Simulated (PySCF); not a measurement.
**Electronic structure of I²⁺ (iodine, charge +2) at the B3LYP level**

Configuration: [Kr] 4d10 5s2 5p3, high-spin 4S determinant. All numbers are calculated (PySCF 2.14, scalar relativity through the core potential, in def2-TZVP with the def2 core potential (28 electrons) (6s5p3d2f, 50 functions)).

```json
{
 "Total energy": "-296.6926 hartree",
 "One-electron energy": "-499.6058 hartree",
 "Hartree (Coulomb) energy": "224.6369 hartree",
 "Exchange-correlation energy": "-21.7237 hartree",
 "⟨S²⟩": "3.7504",
 "⟨L²⟩": "0.000",
 "Sum of ⟨r⟩": "25.94 bohr",
 "Sum of ⟨r²⟩": "39.56 bohr²",
 "Time after the integrals": "0.6 s of wall time on 1 thread of Neoverse-N1 (shared host)"
}
```

```
shell  electrons  mean orbital energy (eV)  rms radius, mean of both spins (bohr)
 4s α          1                   -207.37                                  0.792
 4s β          1                   -206.98                                  0.792
 4p α          3                   -153.37                                  0.850
 4p β          3                   -152.98                                  0.850
 4d α          5                   -73.021                                  0.987
 4d β          5                   -72.565                                  0.987
 5s α          1                   -38.811                                   1.99
 5s β          1                   -35.740                                   1.99
 5p α          3                   -26.479                                   2.33
```

Energies and moments cover only the electrons outside the core potential.
